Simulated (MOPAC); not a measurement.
Job for MOPAC: AM1 on CH7ClSi (a complex), monomers drawn apart or pushed together.

```
AM1 1SCF PRECISE CHARGE=0 THREADS=1
CH7ClSi

C      0.19900332 1     0.13941699 1     0.07197742 1
H      0.34348482 1     0.56293121 1    -0.92090744 1
H      0.34083633 1     0.91552429 1     0.82239711 1
H     -0.81051269 1    -0.26232780 1     0.14999723 1
H      0.92211117 1    -0.65928477 1     0.23290106 1
Si    -0.32709897 1    -0.84717786 1     6.76081011 1
Cl     0.11437055 1     1.15891064 1     6.99416439 1
H      0.80478173 1    -1.50053332 1     6.07713912 1
H     -1.55798572 1    -0.96701977 1     5.95718871 1
H     -0.52739199 1    -1.43309710 1     8.10075023 1
```

It printed:

```
*******************************************************************************
 **                                                                           **
 **                              MOPAC v23.2.5                                **
 **                                                                           **
 *******************************************************************************
 ** MOPAC's Digital Object Identifier: https://doi.org/10.5281/zenodo.6511958 **
 **                                                                           **
 ** Please cite the open-source release paper for use of this MOPAC version:  **
 ** J. E. Moussa and J. J. P. Stewart (2026)                                  **
 ** MOPAC: An open-source semiempirical molecular orbital program             **
 ** J. Open Source Softw., 11(119), 8025, https://doi.org/10.21105/joss.08025 **
 *******************************************************************************

                              AM1 CALCULATION RESULTS

 *******************************************************************************
 *  AM1        - The AM1 Hamiltonian to be used
 *
 *
 *
 *                 CHARGE ON SYSTEM = 0
 *
 *
 *
 *  PRECISE    - TIGHTER CRITERIA TO BE USED
 *  1SCF       - DO 1 SCF AND THEN STOP
 *  THREADS=1  - MULTI-THREADING NOT USED
 *  T=         - A TIME OF 172800.0 SECONDS REQUESTED
 *  DUMP=N     - RESTART FILE WRITTEN EVERY 7200.0 SECONDS REQUESTED
 *******************************************************************************
AM1 1SCF PRECISE CHARGE=0 THREADS=1
 CH7ClSi

   ATOM   CHEMICAL          X               Y               Z
  NUMBER   SYMBOL      (ANGSTROMS)     (ANGSTROMS)     (ANGSTROMS)

     1       C          0.19900332  *   0.13941699  *   0.07197742  *
     2       H          0.34348482  *   0.56293121  *  -0.92090744  *
     3       H          0.34083633  *   0.91552429  *   0.82239711  *
     4       H         -0.81051269  *  -0.26232780  *   0.14999723  *
     5       H          0.92211117  *  -0.65928477  *   0.23290106  *
     6      Si         -0.32709897  *  -0.84717786  *   6.76081011  *
     7      Cl          0.11437055  *   1.15891064  *   6.99416439  *
     8       H          0.80478173  *  -1.50053332  *   6.07713912  *
     9       H         -1.55798572  *  -0.96701977  *   5.95718871  *
    10       H         -0.52739199  *  -1.43309710  *   8.10075023  *



          CARTESIAN COORDINATES

    NO.       ATOM           X           Y           Z

     1         C          0.1990      0.1394      0.0720
     2         H          0.3435      0.5629     -0.9209
     3         H          0.3408      0.9155      0.8224
     4         H         -0.8105     -0.2623      0.1500
     5         H          0.9221     -0.6593      0.2329
     6        Si         -0.3271     -0.8472      6.7608
     7        Cl          0.1144      1.1589      6.9942
     8         H          0.8048     -1.5005      6.0771
     9         H         -1.5580     -0.9670      5.9572
    10         H         -0.5274     -1.4331      8.1008

  H: (AM1): M.J.S. DEWAR ET AL, J. AM. CHEM. SOC. 107 3902-3909 (1985)
  C: (AM1): M.J.S. DEWAR ET AL, J. AM. CHEM. SOC. 107 3902-3909 (1985)
 Si: (AM1): M.J.S.DEWAR, C. JIE, ORGANOMETALLICS, 6, 1486-1490 (1987).
 Cl: (AM1): M.J.S. DEWAR AND E. G. ZOEBISCH, THEOCHEM, 180, 1 (1988).

           Empirical Formula: C H7 Si Cl  =    10 atoms



      MOLECULAR POINT GROUP   :   Cs


      RHF CALCULATION, NO. OF DOUBLY OCCUPIED LEVELS = 11


 -------------------------------------------------------------------------------
 AM1 1SCF PRECISE CHARGE=0 THREADS=1
 CH7ClSi



     1SCF WAS SPECIFIED, SO BFGS WAS NOT USED
     SCF FIELD WAS ACHIEVED


                              AM1 CALCULATION
                                                       MOPAC v23.2.5 Linux




          FINAL HEAT OF FORMATION =        -45.28909 KCAL/MOL =    -189.48954 KJ/MOL


          COSMO AREA              =        153.80 SQUARE ANGSTROMS
          COSMO VOLUME            =        122.04 CUBIC ANGSTROMS

          IONIZATION POTENTIAL    =         11.530537 EV
          HOMO LUMO ENERGIES (EV) =        -11.531 -0.415
          NO. OF FILLED LEVELS    =         11
          MOLECULAR WEIGHT        =         82.6048         POINT GROUP:  Cs

          MOLECULAR DIMENSIONS (Angstroms)

            Atom       Atom       Distance
            H    10    H     2     9.28078
           Cl     7    H     4     3.24385
            H     8    H     9     2.32954


          SCF CALCULATIONS        =          1





   ATOM   CHEMICAL          X               Y               Z
  NUMBER   SYMBOL      (ANGSTROMS)     (ANGSTROMS)     (ANGSTROMS)

     1       C          0.19900332  *   0.13941699  *   0.07197742  *
     2       H          0.34348482  *   0.56293121  *  -0.92090744  *
     3       H          0.34083633  *   0.91552429  *   0.82239711  *
     4       H         -0.81051269  *  -0.26232780  *   0.14999723  *
     5       H          0.92211117  *  -0.65928477  *   0.23290106  *
     6      Si         -0.32709897  *  -0.84717786  *   6.76081011  *
     7      Cl          0.11437055  *   1.15891064  *   6.99416439  *
     8       H          0.80478173  *  -1.50053332  *   6.07713912  *
     9       H         -1.55798572  *  -0.96701977  *   5.95718871  *
    10       H         -0.52739199  *  -1.43309710  *   8.10075023  *

                             CARTESIAN COORDINATES

   1    C        0.199003320     0.139416990     0.071977420
   2    H        0.343484820     0.562931210    -0.920907440
   3    H        0.340836330     0.915524290     0.822397110
   4    H       -0.810512690    -0.262327800     0.149997230
   5    H        0.922111170    -0.659284770     0.232901060
   6   Si       -0.327098970    -0.847177860     6.760810110
   7   Cl        0.114370550     1.158910640     6.994164390
   8    H        0.804781730    -1.500533320     6.077139120
   9    H       -1.557985720    -0.967019770     5.957188710
  10    H       -0.527391990    -1.433097100     8.100750230


           Empirical Formula: C H7 Si Cl  =    10 atoms



      MOLECULAR POINT GROUP   :   Cs


                  EIGENVALUES
 -36.83451 -29.33537 -17.08575 -13.96428 -13.95983 -13.87799 -13.44000 -13.43670
 -13.42951 -11.53668 -11.53054  -0.41508   1.11673   1.12193   1.32212   4.73340
   4.73379   4.74458   5.36605


              NET ATOMIC CHARGES AND DIPOLE CONTRIBUTIONS

  ATOM NO.   TYPE          CHARGE      No. of ELECS.   s-Pop       p-Pop
    1          C          -0.262275        4.2623     1.21729     3.04498
    2          H           0.065768        0.9342     0.93423
    3          H           0.066505        0.9335     0.93350
    4          H           0.065001        0.9350     0.93500
    5          H           0.065002        0.9350     0.93500
    6         Si           0.793755        3.2062     0.86287     2.34337
    7         Cl          -0.299949        7.2999     1.97950     5.32045
    8          H          -0.164579        1.1646     1.16458
    9          H          -0.164583        1.1646     1.16458
   10          H          -0.164645        1.1646     1.16464
 DIPOLE           X         Y         Z       TOTAL
 POINT-CHG.    -0.398    -1.809    -0.219     1.865
 HYBRID         0.030     0.135     0.013     0.139
 SUM           -0.368    -1.674    -0.206     1.726


          ATOMIC ORBITAL ELECTRON POPULATIONS

     Atom    s        px        py        pz
    1  C   1.21729   1.01410   1.01510   1.01578
    2  H   0.93423
    3  H   0.93350
    4  H   0.93500
    5  H   0.93500
    6 Si   0.86287   0.83037   0.67652   0.83648
    7 Cl   1.97950   1.94671   1.40739   1.96635
    8  H   1.16458
    9  H   1.16458
   10  H   1.16464

 **********************
 *                    *
 * JOB ENDED NORMALLY *
 *                    *
 **********************




 == MOPAC DONE ==
```

The run finished.

Cost: around 0.020 core-seconds (rough).
